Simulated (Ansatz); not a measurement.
Task: Name a neutral molecule of N, O, W and H with LUMO energy (PBE0/def2-TZVPP) between -1.25 and -0.95 eV and size of the dipole moment (ωB97M-V/def2-TZVPP) between 4.30 and 4.60 D (Ansatz, PBE0-D4/def2-TZVP geometry).

Result: `[NH2][W]([NH2])(=[O])=[O]` (-1.17 eV, 4.39 D). Other molecules can fit too; these were computed, each in one conformer that needn't be the lowest.
